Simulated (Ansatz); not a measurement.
Input file for Ansatz (a first-principles code): U-PBE0/def2-TZVPP on TiGa, 2S+1 = 4, a spin state set in the input, which need not be the lowest, a point of a bond scan (R = 2.726 Å).

Ansatz 0.2 input:
```yaml
crystal:
  periodic: [false, false, false]
  atoms:
    - {symbol: Ti, position_ang: [0.00000000, 0.00000000, 0.00000000]}
    - {symbol: Ga, position_ang: [0.00000000, 0.00000000, 2.72567900]}
basis:
  gaussian:
    orbitals: def2-TZVPP
    pivot_positions_ang: [[0.00000000, 0.00000000, 0.00000000], [0.00000000, 0.00000000, 2.72567900]]
hamiltonian:
  xc: {name: PBE0}
magnetization: {spin_polarized: true, initial_magnetization: 3}
output: {forces: true, orbitals: {seedname: ./end}}
```

The log:

```
WARN ansatz: RAYON_NUM_THREADS=1 ignored (pool sized by the plan → 1); use --threads N
Functional definition: PBE0
integrals: 0.04 GiB planned
925 factors; their error is unknown
mean field: 0.64 GiB planned
mean field evaluation 1: about -75461.2965 eV, gradient 5.6e1 eV
mean field evaluation 2: about -75395.8663 eV, gradient 1.0e2 eV
mean field evaluation 4: about -75448.1344 eV, gradient 5.7e1 eV
mean field evaluation 8: about -75475.3712 eV, gradient 9.9e0 eV
mean field evaluation 16: about -75476.6187 eV, gradient 6.9e-1 eV
mean field evaluation 32: about -75477.5072 eV, gradient 9.4e-6 eV
mean field evaluation 64: about -75477.4994 eV, gradient 7.9e-1 eV
mean field -75477.50719797 eV, -2773.7472290336 hartree, gradient 7.4e-8 eV, S^2 3.948667; 5 other end points of the search recorded, 0 dependent functions left out
the calculation of the forces begins
reference -75477.50722161 eV, -2773.7472299023 hartree; 28, 25 occupied and 84, 87 virtual orbitals, 925 factors
Total energy: -75477.50722161 eV, -2773.7472299023 hartree
Atom 0 at     0.000000     0.000000     0.000000 Å, force     0.000000     0.000000     0.039205 eV/Å
Atom 1 at     0.000000     0.000000     2.725679 Å, force    -0.000000    -0.000000    -0.039205 eV/Å
Dipole moment:     0.000000    -0.000000    -0.300908 e Å
```

The calculation finished and met its thresholds. Its determinant has ⟨S²⟩ = 3.95, a mixture of spin states.

Cost: around 27 core-seconds (rough).
